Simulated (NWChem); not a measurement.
System: TlCl; SMILES [Tl][Cl]

Here is an NWChem input.

```
start job
memory heap 200 mb stack 700 mb global 900 mb
geometry units angstroms noautosym nocenter noautoz
  Tl     0.000000     0.000000    -0.413524
  Cl     0.000000     0.000000     2.105985
end
basis spherical
  * library def2-svpd
end
ecp
  Tl library def2-ecp
end
dft
  xc xpbe96 cpbe96
  iterations 150
  vectors input atomic output neutral.movecs
end
task dft energy
charge 1
dft
  odft
  mult 2
  vectors input atomic output cation.movecs
end
task dft energy
```

Parts of the log:

```
             Northwest Computational Chemistry Package (NWChem) 7.3.0
             --------------------------------------------------------

                             Geometry "geometry" -> ""
                             -------------------------

 Output coordinates in angstroms (scale by  1.889725989 to convert to a.u.)

  No.       Tag          Charge          X              Y              Z
 ---- ---------------- ---------- -------------- -------------- --------------
    1 Tl                  81.0000     0.00000000     0.00000000    -0.41352400
    2 Cl                  17.0000     0.00000000     0.00000000     2.10598500

 Effective nuclear repulsion energy (a.u.)     289.2139190106

 Summary of "ao basis" -> "ao basis" (spherical)
 ------------------------------------------------------------------------------
       Tag                 Description            Shells   Functions and Types
 ---------------- ------------------------------  ------  ---------------------
 Tl                        def2-svpd                12       32   5s4p3d
 Cl                        def2-svpd                11       27   5s4p2d

            General Information
            -------------------
          SCF calculation type: DFT
          Wavefunction type:  closed shell.
          No. of atoms     :     2
          No. of electrons :    38
           Alpha electrons :    19
            Beta electrons :    19
          Charge           :     0
          Spin multiplicity:     1
          Use of symmetry is: off; symmetry adaption is: off
          Maximum number of iterations: 150
          AO basis - number of functions:    59
                     number of shells:    23
          Convergence on energy requested:  1.00D-06
          Convergence on density requested:  1.00D-05
          Convergence on gradient requested:  5.00D-04

              XC Information
              --------------
          PerdewBurkeErnzerhof Exchange Functional  1.000
            Perdew 1991 LDA Correlation Functional  1.000 local
           PerdewBurkeErnz. Correlation Functional  1.000 non-local

             Grid Information
             ----------------
          Grid used for XC integration:  medium
          Radial quadrature: Mura-Knowles
          Angular quadrature: Lebedev.
          Tag              B.-S. Rad. Rad. Pts. Rad. Cut. Ang. Pts.
          ---              ---------- --------- --------- ---------
          Tl                  1.90      123          12.0       590
          Cl                  1.00       88          13.0       590
          Grid pruning is: on
          Number of quadrature shells:   211
          Spatial weights used:  Erf1

      Superposition of Atomic Density Guess
      -------------------------------------

 Sum of atomic energies:        -654.56667775

      Non-variational initial energy
      ------------------------------

 Total energy =    -630.785613
 1-e energy   =   -1085.746542
 2-e energy   =     379.979542
 HOMO         =      -0.328372
 LUMO         =       0.005056

   convergence    iter        energy       DeltaE   RMS-Dens  Diis-err
 ---------------- ----- ----------------- --------- --------- ---------
 d= 0,ls=0.0,diis     1   -632.4471766761 -7.07D+02  3.98D-02  3.42D-01
 d= 0,ls=0.0,diis     2   -631.6580140933  7.89D-01  2.71D-02  4.77D+00
 d= 0,ls=0.0,diis     3   -632.5039226273 -8.46D-01  2.02D-03  3.96D-03
 d= 0,ls=0.0,diis     4   -632.5040975388 -1.75D-04  7.95D-04  2.48D-03
 d= 0,ls=0.0,diis     5   -632.5044637436 -3.66D-04  1.97D-04  7.34D-05
  Resetting Diis
 d= 0,ls=0.0,diis     6   -632.5044773481 -1.36D-05  5.92D-05  3.97D-06
 d= 0,ls=0.0,diis     7   -632.5044777663 -4.18D-07  4.62D-05  7.69D-07
 d= 0,ls=0.0,diis     8   -632.5044772279  5.38D-07  3.14D-05  3.65D-06
 d= 0,ls=0.0,diis     9   -632.5044779144 -6.86D-07  2.83D-06  1.10D-08

         Total DFT energy =     -632.504477914397
      One electron energy =    -1087.114816890313
           Coulomb energy =      422.669755497080
    Exchange-Corr. energy =      -43.040802931330
 Nuclear repulsion energy =       74.981386410167

 Numeric. integr. density =       38.000000196978

                       DFT Final Molecular Orbital Analysis
                       ------------------------------------

 Vector   17  Occ=2.000000D+00  E=-2.444433D-01
              MO Center=  7.7D-08,  7.6D-08,  2.0D+00, r^2= 1.5D+00
   Bfn.  Coefficient  Atom+Function         Bfn.  Coefficient  Atom+Function
  ----- ------------  ---------------      ----- ------------  ---------------
    44      0.416622  2 Cl px                45      0.416724  2 Cl py
    41      0.324874  2 Cl px                42      0.324954  2 Cl py
    38      0.188833  2 Cl px                39      0.188879  2 Cl py
    47      0.088774  2 Cl px                48      0.088795  2 Cl py
    12      0.077356  1 Tl px                13      0.077375  1 Tl py

 Vector   18  Occ=2.000000D+00  E=-2.444433D-01
              MO Center=  2.6D-09, -1.8D-09,  2.0D+00, r^2= 1.5D+00
   Bfn.  Coefficient  Atom+Function         Bfn.  Coefficient  Atom+Function
  ----- ------------  ---------------      ----- ------------  ---------------
    44      0.416724  2 Cl px                45     -0.416622  2 Cl py
    41      0.324954  2 Cl px                42     -0.324874  2 Cl py
    38      0.188879  2 Cl px                39     -0.188833  2 Cl py
    47      0.088795  2 Cl px                48     -0.088774  2 Cl py
    12      0.077375  1 Tl px                13     -0.077356  1 Tl py

 Vector   19  Occ=2.000000D+00  E=-2.411772D-01
              MO Center= -7.6D-08, -7.4D-08,  1.0D+00, r^2= 3.9D+00
   Bfn.  Coefficient  Atom+Function         Bfn.  Coefficient  Atom+Function
  ----- ------------  ---------------      ----- ------------  ---------------
    46      0.513846  2 Cl pz                43      0.401667  2 Cl pz
     3      0.374670  1 Tl s                 14     -0.252706  1 Tl pz
     4      0.239762  1 Tl s                  1     -0.237565  1 Tl s
    40      0.233101  2 Cl pz                20      0.149826  1 Tl d  0
    17     -0.095336  1 Tl pz                 8      0.086882  1 Tl pz

 Vector   20  Occ=0.000000D+00  E=-9.157202D-02
              MO Center=  2.2D-10, -1.1D-09, -4.4D-01, r^2= 4.5D+00
   Bfn.  Coefficient  Atom+Function         Bfn.  Coefficient  Atom+Function
  ----- ------------  ---------------      ----- ------------  ---------------
    13      0.415823  1 Tl py                12      0.412453  1 Tl px
    16      0.411906  1 Tl py                15      0.408568  1 Tl px
    45     -0.125693  2 Cl py                44     -0.124675  2 Cl px
    10     -0.122216  1 Tl py                 9     -0.121226  1 Tl px
     7     -0.120231  1 Tl py                 6     -0.119257  1 Tl px

 Vector   21  Occ=0.000000D+00  E=-9.157202D-02
              MO Center= -3.7D-09,  3.5D-09, -4.4D-01, r^2= 4.5D+00
   Bfn.  Coefficient  Atom+Function         Bfn.  Coefficient  Atom+Function
  ----- ------------  ---------------      ----- ------------  ---------------
    12      0.415823  1 Tl px                13     -0.412453  1 Tl py
    15      0.411906  1 Tl px                16     -0.408568  1 Tl py
    44     -0.125693  2 Cl px                45      0.124675  2 Cl py
     9     -0.122216  1 Tl px                10      0.121226  1 Tl py
     6     -0.120231  1 Tl px                 7      0.119257  1 Tl py

 Vector   22  Occ=0.000000D+00  E=-3.181173D-02
              MO Center= -5.7D-09, -7.7D-09, -9.7D-01, r^2= 7.0D+00
   Bfn.  Coefficient  Atom+Function         Bfn.  Coefficient  Atom+Function
  ----- ------------  ---------------      ----- ------------  ---------------
    17      0.781010  1 Tl pz                 4      0.501207  1 Tl s
    14      0.421437  1 Tl pz                 5     -0.401006  1 Tl s
    46      0.305721  2 Cl pz                49      0.303255  2 Cl pz
    36     -0.284543  2 Cl s                  3      0.278734  1 Tl s
    30     -0.189592  1 Tl d  0              43      0.175632  2 Cl pz

     Multipole analysis of the density
     ---------------------------------

     L   x y z        total         alpha         beta         nuclear
     -   - - -        -----         -----         ----         -------
     0   0 0 0      0.000000    -19.000000    -19.000000     38.000000

     1   1 0 0     -0.000000     -0.000000     -0.000000      0.000000
     1   0 1 0     -0.000000     -0.000000     -0.000000      0.000000
     1   0 0 1     -1.786363    -26.515731    -26.515731     51.245100

     2   2 0 0    -27.578331    -13.789166    -13.789166      0.000000
     2   1 1 0      0.000000      0.000000      0.000000      0.000000
     2   1 0 1     -0.000000     -0.000000     -0.000000      0.000000
     2   0 2 0    -27.578331    -13.789166    -13.789166      0.000000
     2   0 1 1     -0.000000     -0.000000     -0.000000      0.000000
     2   0 0 2    -35.291727   -158.683231   -158.683231    282.074735

                                 NWChem DFT Module
                                 -----------------

            General Information
            -------------------
          SCF calculation type: DFT
          Wavefunction type:  spin polarized.
          No. of atoms     :     2
          No. of electrons :    37
           Alpha electrons :    19
            Beta electrons :    18
          Charge           :     1
          Spin multiplicity:     2
          Use of symmetry is: off; symmetry adaption is: off
          Maximum number of iterations: 150
          AO basis - number of functions:    59
                     number of shells:    23
          Convergence on energy requested:  1.00D-06
          Convergence on density requested:  1.00D-05
          Convergence on gradient requested:  5.00D-04

[...]
```

Level: PBE/def2-SVPD with def2 effective core potentials on Tl, vertical spin-unrestricted ions. Structure relaxed at the PBE0/def2-SVP level. def2 effective core potentials on Tl; no spin-orbit coupling.
